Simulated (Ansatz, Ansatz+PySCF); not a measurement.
```xyz
2

H     0.0000    0.0000   -0.4109
H     0.0000    0.0000    0.4109
```

Basis set: def2-SVP (spherical functions). All electrons are correlated. Charge 0, multiplicity 1.

Computed with Ansatz (development build ahead of 0.2.0); each method stands on the lowest determinant of its kind that the runs found. Restricted open shells among the atoms or ions are ROHF, correlated in semicanonical orbitals with singles.

The atomization energy at this shape (free ground-state atoms in the same class of orbitals less the molecule, no zero-point energy) of singlet H₂:

```csv
method,atomization energy
RHF-MP2,403.9 kJ/mol
RHF,333.2 kJ/mol
```

Task: What does RHF-CCSD(T) give?

Result: 427.3 kJ/mol. Caution for RHF-CCSD(T), RHF-MP2: bonds are stretched, where a single reference can fail.
